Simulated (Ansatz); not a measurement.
C2H8Si2, charge -1, doublet, at the geometry of the source list (a state made from the parent by changing its charge; the spin is typed, not shown lowest) (a gas-phase anion, which may not be bound at this level). Base run: Ansatz (an electronic-structure program) with B3LYP/6-31G.

Ansatz was given this input:
Ansatz 0.2 input:
```yaml
crystal:
  periodic: [false, false, false]
  atoms:
    - {symbol: C, position_ang: [0.25520000, 0.36050000, 1.25210000]}
    - {symbol: Si, position_ang: [1.34730000, -0.24900000, -0.20320000]}
    - {symbol: C, position_ang: [-0.25960000, -0.38980000, -1.24230000]}
    - {symbol: Si, position_ang: [-1.34250000, 0.28120000, 0.19250000]}
    - {symbol: H, position_ang: [0.50550000, 1.34690000, 1.63190000]}
    - {symbol: H, position_ang: [0.25060000, -0.30470000, 2.11220000]}
    - {symbol: H, position_ang: [2.30460000, 0.74140000, -0.69870000]}
    - {symbol: H, position_ang: [2.03750000, -1.52020000, 0.03680000]}
    - {symbol: H, position_ang: [-0.27460000, 0.21000000, -2.14790000]}
    - {symbol: H, position_ang: [-0.50430000, -1.40500000, -1.54560000]}
    - {symbol: H, position_ang: [-1.95990000, 1.58210000, -0.07140000]}
    - {symbol: H, position_ang: [-2.36000000, -0.65340000, 0.68360000]}
basis:
  gaussian:
    orbitals: 6-31G
hamiltonian:
  xc: b3lyp
total_charge: -1
magnetization: {spin_polarized: true, initial_magnetization: 1}
```

The bond that is stretched is that between atoms 7 and 2. A test that says stable can miss a lower solution.

The base run was repeated with changes; each row names its change, and settings that it needs were set with it.

```json
[
 {"change": "base", "ΔE vs base (mEh)": "0.000", "<S^2>": "0.753", "stability test says": "minimum"},
 {"change": "spin_polarized = on; lower_state_search = off", "ΔE vs base (mEh)": "0.000", "<S^2>": "0.753", "stability test says": "undecided (no full test)"},
 {"change": "spin_polarized = on; lower_state_search = standard", "ΔE vs base (mEh)": "0.000", "<S^2>": "0.753", "stability test says": "minimum"},
 {"change": "bond × 1.25", "ΔE vs base (mEh)": "17.012", "<S^2>": "0.753", "stability test says": "minimum"},
 {"change": "spin_polarized = on; lower_state_search = off; bond × 1.25", "ΔE vs base (mEh)": "17.012", "<S^2>": "0.753", "stability test says": "undecided (no full test)"},
 {"change": "spin_polarized = on; lower_state_search = standard; bond × 1.25", "ΔE vs base (mEh)": "17.012", "<S^2>": "0.753", "stability test says": "minimum"},
 {"change": "bond × 1.5", "ΔE vs base (mEh)": "40.752", "<S^2>": "0.755", "stability test says": "minimum"},
 {"change": "spin_polarized = on; lower_state_search = off; bond × 1.5", "ΔE vs base (mEh)": "40.752", "<S^2>": "0.755", "stability test says": "undecided (no full test)"},
 {"change": "spin_polarized = on; lower_state_search = standard; bond × 1.5", "ΔE vs base (mEh)": "40.752", "<S^2>": "0.755", "stability test says": "minimum"},
 {"change": "bond × 1.8", "ΔE vs base (mEh)": "36.973", "<S^2>": "0.755", "stability test says": "minimum"},
 {"change": "spin_polarized = on; lower_state_search = off; bond × 1.8", "ΔE vs base (mEh)": "36.973", "<S^2>": "0.755", "stability test says": "undecided (no full test)"},
 {"change": "spin_polarized = on; lower_state_search = standard; bond × 1.8", "ΔE vs base (mEh)": "36.973", "<S^2>": "0.755", "stability test says": "minimum"},
 {"change": "bond × 2.2", "ΔE vs base (mEh)": "39.145", "<S^2>": "0.755", "stability test says": "minimum"},
 {"change": "spin_polarized = on; lower_state_search = off; bond × 2.2", "ΔE vs base (mEh)": "39.145", "<S^2>": "0.755", "stability test says": "undecided (no full test)"},
 {"change": "spin_polarized = on; lower_state_search = standard; bond × 2.2", "ΔE vs base (mEh)": "39.145", "<S^2>": "0.755", "stability test says": "minimum"},
 {"change": "bond × 3.0", "ΔE vs base (mEh)": "44.242", "<S^2>": "0.754", "stability test says": "minimum"},
 {"change": "spin_polarized = on; lower_state_search = off; bond × 3.0", "ΔE vs base (mEh)": "44.242", "<S^2>": "0.754", "stability test says": "undecided (no full test)"},
 {"change": "spin_polarized = on; lower_state_search = standard; bond × 3.0", "ΔE vs base (mEh)": "44.242", "<S^2>": "0.754", "stability test says": "minimum"}
]
```

A gas-phase anion may not be bound at this level; its values then depend on the basis.

On stretching, the SCF can end on different states; <S^2> shows the spin contamination of each.
